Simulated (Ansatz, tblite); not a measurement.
Forces on La(N(SiH3)2)3 (LaSi6N3H18) at its PBE-D4/def2-SVP geometry. Charge 0, multiplicity 1.

In the def2 sets La takes a core potential; there is no spin–orbit coupling. The xTB rows come from tblite.

GFN1-xTB (tblite), largest force 1.04 eV/Å:

```xyz
28
positions Å, forces eV/Å
La   -0.110   -0.511    0.498    0.020    0.161   -0.164
N     0.319    1.524    1.660    0.155    0.759    0.690
Si    0.071    1.067    3.298   -0.018   -0.174   -0.402
Si    0.799    3.037    0.942   -0.018   -0.075   -0.091
H     1.269    1.092    4.213   -0.635    0.080   -0.464
H    -0.283   -0.439    3.130   -0.039   -0.153    0.023
H    -1.106    1.671    4.021    0.665   -0.232   -0.365
H    -0.210    4.141    1.156    0.550   -0.581   -0.113
H     0.924    2.806   -0.546   -0.025    0.077    0.540
H     2.131    3.535    1.450   -0.718   -0.245   -0.281
N    -2.084   -0.359   -0.827   -0.931   -0.073   -0.445
Si   -3.056   -1.616   -0.174    0.397    0.166    0.067
Si   -2.392    0.816   -2.077    0.115    0.017    0.045
H    -4.320   -1.214    0.542    0.611   -0.202   -0.457
H    -2.114   -2.163    0.939    0.063   -0.082    0.118
H    -3.351   -2.801   -1.056    0.083    0.670    0.408
H    -2.604    0.194   -3.437    0.105    0.345    0.727
H    -1.174    1.708   -2.161   -0.447   -0.315    0.046
H    -3.589    1.688   -1.784    0.642   -0.462   -0.179
N     1.768   -1.221   -0.785    0.805   -0.494   -0.422
Si    2.405   -0.422   -2.196   -0.096    0.065    0.034
Si    2.219   -2.678    0.006   -0.296    0.319    0.033
H     3.821    0.067   -2.011   -0.746   -0.263   -0.110
H     1.531    0.781   -2.461    0.297   -0.441    0.085
H     2.383   -1.294   -3.428    0.028    0.482    0.649
H     2.060   -3.963   -0.766    0.166    0.687    0.360
H     1.148   -2.742    1.132   -0.089   -0.039    0.129
H     3.545   -2.702    0.722   -0.645    0.002   -0.461
```

GFN2-xTB (tblite), largest force 0.92 eV/Å:

```
La 0.145 0.648 -0.634
N 0.039 0.101 0.188
Si 0.142 0.640 0.096
Si -0.017 -0.011 0.043
H -0.475 0.101 -0.316
H -0.090 -0.369 0.073
H 0.516 -0.136 -0.240
H 0.367 -0.406 0.025
H -0.038 -0.015 0.375
H -0.514 -0.180 -0.098
N -0.194 -0.036 -0.040
Si -0.421 0.213 -0.461
Si -0.021 -0.040 0.023
H 0.413 -0.160 -0.370
H 0.148 -0.208 0.301
H 0.012 0.504 0.287
H 0.001 0.167 0.527
H -0.277 -0.256 0.080
H 0.382 -0.391 -0.103
N 0.136 -0.154 -0.043
Si 0.010 -0.043 0.016
Si 0.466 0.003 -0.481
H -0.466 -0.267 -0.040
H 0.164 -0.314 0.115
H 0.061 0.254 0.489
H 0.171 0.495 0.252
H -0.215 -0.113 0.311
H -0.446 -0.025 -0.373
```

PBE0-D4/def2-TZVP (Ansatz), largest force 0.62 eV/Å:

```
La 0.025 0.123 -0.123
N 0.065 0.361 0.483
Si 0.089 0.153 -0.593
Si -0.140 -0.453 0.221
H -0.268 -0.002 -0.217
H 0.058 0.248 0.026
H 0.269 -0.132 -0.176
H 0.216 -0.254 -0.038
H -0.027 0.041 0.313
H -0.293 -0.120 -0.103
N -0.555 -0.118 -0.180
Si 0.354 0.444 -0.217
Si 0.088 -0.355 0.381
H 0.288 -0.080 -0.168
H -0.153 0.091 -0.182
H 0.071 0.276 0.189
H 0.049 0.125 0.310
H -0.259 -0.196 0.027
H 0.265 -0.203 -0.055
N 0.446 -0.371 -0.164
Si -0.196 -0.255 0.415
Si -0.171 0.526 -0.286
H -0.301 -0.111 -0.026
H 0.174 -0.251 0.062
H 0.001 0.182 0.280
H 0.035 0.301 0.169
H 0.170 0.013 -0.181
H -0.301 0.018 -0.169
```
